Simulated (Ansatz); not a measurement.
`N[SiH](F)CO` and `N[SiH](F)[O][SnH3]` differ in one atom or group.

Ansatz, PBE0-D4/def2-TZVP geometries, multiplicity 1. Each molecule was computed in one conformer, which needn't be the lowest.

Elements past krypton have def2 core potentials.

| property | `N[SiH](F)CO` |
| --- | --- |
| HOMO energy (PBE/def2-TZVPP) / eV | -6.35 |
| HOMO energy (PBE0/def2-TZVPP) / eV | -7.84 |
| size of the dipole moment (B3LYP/def2-TZVPP) / D | 2.01 |
| HOMO energy (ωB97M-V/def2-TZVPP) / eV | -10.29 |
| LUMO energy (B3LYP/def2-TZVPP) / eV | 0.13 |
| LUMO energy (PBE0/def2-TZVPP) / eV | 0.47 |

Q: Give the same properties after the change, and the shifts. (Best estimate.)

A: The calculation gave: 
```csv
property,`N[SiH](F)[O][SnH3]`,shift
HOMO energy (PBE/def2-TZVPP) / eV,-6.35,0.00
HOMO energy (PBE0/def2-TZVPP) / eV,-7.81,0.03
size of the dipole moment (B3LYP/def2-TZVPP) / D,2.75,0.74
HOMO energy (ωB97M-V/def2-TZVPP) / eV,-10.20,0.09
LUMO energy (B3LYP/def2-TZVPP) / eV,-0.77,-0.90
LUMO energy (PBE0/def2-TZVPP) / eV,-0.52,-0.99
```

Dipoles are sizes alone; their direction can turn.

B3LYP here is the variant with VWN-RPA as its local correlation; programs differ in this.
